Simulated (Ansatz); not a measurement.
Ideal-gas functions of F3HSeSn, SMILES `[F][Sn]([F])([F])[SeH]` at 298.15 K and 1 bar, from an Ansatz frequency run at PBE0-D4/def2-TZVP.

Molar mass 255.67 g/mol, point group Cs (symmetry number 1), electronic degeneracy 1, moments of inertia 173.483, 511.595, 517.789 u Å². Harmonic wavenumbers (cm⁻¹, unscaled): 32, 95, 113, 171, 173, 184, 268, 647, 655, 659, 665, 2434.

Use S(trans) = R[1.5 ln M + 2.5 ln T − 1.1517]; rotational temperatures θ = 24.2544 K / I; S(rot) = R[ln(√π/σ · √(T³/θAθBθC)) + 1.5]; for each mode x = 1.438777 ν̃/T, S = R[x/(eˣ − 1) − ln(1 − e⁻ˣ)] and H = RT x/(eˣ − 1); 1 cm⁻¹ = 0.0119627 kJ/mol; R = 8.31446 J/(mol·K).

Task: By hand: the entropy, in J/(mol·K).

Result: Translation 178.0. Rotation: θ = 0.1398, 0.0474, 0.0468 K, giving 121.9. Vibration, mode by mode: 23.85, 14.87, 13.46, 10.14, 10.05, 9.57, 6.73, 1.57, 1.52, 1.50, 1.47, 0.00, in all 94.7. Electronic 0.0. Sum 394.6 J/(mol·K).

Task: By hand: H − E and G − E in kJ/mol, counted from the electronic energy.

Result: Zero-point energy ½ × 6096 × 0.0119627 = 36.5; thermal vibration 13.4; translation, rotation and pV give 4 RT = 9.9. H − E = 59.8 kJ/mol, and G − E = 59.8 − 298.15 × 394.6/1000 = -57.8 kJ/mol.

Vibration gives 24 % of the entropy, 52.2 J/(mol·K) of it from the modes under 150 cm⁻¹: soft modes count most, and the harmonic formula is weakest for them. The sum counts one conformer and one mirror image; others add a mixing term.
